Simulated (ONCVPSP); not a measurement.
# N: one change to an ONCV potential, before and after

* Element: nitrogen (N)
* Generator: ONCVPSP 4.0.1
* Type: optimised norm-conserving Vanderbilt (ONCV)
* Functional: LDA (Perdew-Wang 92)
* Relativity: scalar-relativistic
* Frozen core: [He]
* Valence charge: 5
* Reference configuration: 2s2 2p3
* Partial waves: 2s: rc 0.70 bohr, ncon 3, nbas 8, qcut 9.4 1/bohr, local; 2p: rc 2.45 bohr, ncon 4, nbas 9, qcut 5.3 1/bohr, 1 projector; d scattering state at 0.15 Ha: rc 2.65 bohr, ncon 4, nbas 9, qcut 3.5 1/bohr, 2 projectors, debl 2.5 Ha
* Local potential: the s channel
* Core correction: Teter function, fcfact 2.25, rcfact 1.45

Change: p: rc 2.02.

Cutoffs: the cutoffs (Ha) at which the residual kinetic energy of the hardest occupied pseudo-wave falls to 1 and 0.1 mHa per electron; they do not see the model core or the augmentation charge, which bear on the density cutoff. Errors are all-electron minus pseudo energies relative to the spin-unpolarised reference configuration.

What does the change do?

The potential gets neither clearly harder nor softer (30 Ha and 261 Ha → 30 Ha and 261 Ha); both files keep a bound ghost (d); of the 4 tests that both files solve, the error grows in 0 and shrinks in 4 by more than 15 % and 0.3 meV (median size 636.5 → 398.0 meV). Less of the atom is replaced, so other configurations are described better.

| quantity | base | changed |
| --- | --- | --- |
| cutoff, loose | 30 Ha | 30 Ha |
| cutoff, tight | 261 Ha | 261 Ha |
| loose cutoff by channel | s 30 Ha, p 11 Ha | s 30 Ha, p 12 Ha |
| bound ghosts | d | d |
| GHOST(+) flags under 300 eV | none | none |
| error for 2s2 2p2, meV [ΔE 13.73 eV] | +144 | +83 |
| error for 2s2 2p1, meV [ΔE 42.70 eV] | +1129 | +713 |
| error for 2s2 2p0, meV [ΔE 89.87 eV] | +4109 | +2776 |
| error for 2s2 2p2.5, meV [ΔE 5.17 eV] | +22 | +12 |
| s: phases at 0.71 bohr within 0.05 rad from the reference energy up to (Ha; the scan ends near 5) | to the end of the scan | to the end of the scan |
| d: phases at 2.69 bohr within 0.05 rad from the reference energy up to (Ha; the scan ends near 5) | 4.4 | 4.4 |
| rms error of d²Exc/dni dnj with the model core, mHa | 0.67 | 1.22 |

 A true bound ghost makes a file unfit for plane-wave use even where its test errors are small: the radial tests pick states by their node count and pass the ghost by.
